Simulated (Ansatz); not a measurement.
Basis-set extrapolation for H$_{5}$NS$_{2}$Si (`N[SiH2]SS`) (PBE0-D4/def2-TZVP geometry, frozen core, the Gaussian-basis code of Ansatz). Multiplicity 1, RHF reference.

|  | def2-TZVPP | def2-QZVPP |
| --- | --- | --- |
| HF | -1141.477017 | -1141.511905 |
| MP2 correlation | -0.691999 | -0.750128 |
| CCSD(T) correlation | -0.778243 | not run |

Energies in hartree. Use E(X) = E(∞) + A·exp(−7.88·√X) for Hartree–Fock and E(X) = E(∞) + B·X^(−2.97) for correlation, with X = 3 and 4, and add CCSD(T) minus MP2 of the smaller set to the MP2 limit.

**Question.** What is the CCSD(T) energy at the basis-set limit?

**Answer.** HF limit: -1141.511905 + (-0.034888) × 0.13774 = -1141.51671. MP2 limit: -0.750128 + (-0.058129) × 0.74074 = -0.79319. Higher-order term: -0.778243 − (-0.691999) = -0.08624. Total: -1142.39614 hartree, 369.9 kJ/mol below CCSD(T)/def2-TZVPP.
